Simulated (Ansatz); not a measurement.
The cluster H₆Au₄⁻. Charge -1, multiplicity 2. Geometry PBE-D4/def2-SVPD, basis def2-TZVPD, Ansatz.

```csv
atom,x (Å),y (Å),z (Å)
Au1,1.287,0.229,-1.853
Au2,1.048,-1.314,3.064
Au3,-1.487,0.822,-1.382
Au4,0.138,-0.150,0.655
H5,2.026,-2.060,4.124
H6,-2.563,1.362,-2.490
H7,2.832,-0.008,-1.433
H8,-0.331,-0.482,2.260
H9,-2.636,1.139,-0.300
H10,-0.314,0.463,-2.646
```

| run | HOMO (eV) | LUMO (eV) |
| --- | --- | --- |
| A | -2.06 | -0.19 |
| B | -3.93 | 1.35 |
| C | -1.12 | -0.70 |
| D | -1.20 | -0.80 |
| E | -1.38 | -0.70 |

In the def2 sets Au takes a core potential; there is no spin–orbit coupling. Another isomer (doublet) lies 0.36 eV lower at PBE0-D4/def2-TZVPD; other spin states weren't run for this one.

HOMO and LUMO are taken over both spins.

The runs used PBE, PBE0, r2SCAN, revPBE, ωB97M-V. Estimate which is which.

A PBE0 (25 % exact exchange); B ωB97M-V (range-separated); C revPBE (0 % exact exchange); D PBE (0 % exact exchange); E r2SCAN (0 % exact exchange). Exact exchange lowers occupied and raises empty levels; among semilocal functionals meta-GGAs tend to open the gap a little, and such runs are hard to tell apart. The gap grows from 0.40 eV (PBE) to 5.28 eV (ωB97M-V).
